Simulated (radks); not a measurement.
Spin polarisation of the 3s1 shell in Al2+. Start: [Ne] 3s(up 0.5, down 0.5); electrons of 3s are moved from spin down to spin up, other shells keep equal spins. Calculated with a radial shooting solver on a logarithmic mesh with Libxc functionals: scalar-relativistic Kohn-Sham, r2SCAN, spin-polarised, spherical densities, finite nucleus; meta-GGA in the generalised Kohn-Sham scheme; Fermi nuclear charge, rms radius of each element as measured or else 0.836 A^(1/3) + 0.57 fm.

moment (Bohr magnetons)  E - E(0) (eV)  e(3s up) (eV)  e(3s down) (eV)  2p down minus up (eV)  2s down minus up (eV)  1s down minus up (eV)
0                                0.000        -23.607          -23.607                  0.000                  0.000                  0.000
0.25                            -0.050        -23.973          -23.170                  0.050                  0.037                  0.035
0.5                             -0.203        -24.287          -22.625                  0.101                  0.074                  0.070
0.75                            -0.470        -24.545          -21.938                  0.153                  0.110                  0.105

At moment 0.75 the spin-polarisation energy is -0.470 eV and the 3s exchange splitting 2.607 eV, that is 3.476 eV per Bohr magneton; E = -I m^2/4 would give I = 3.339 eV.
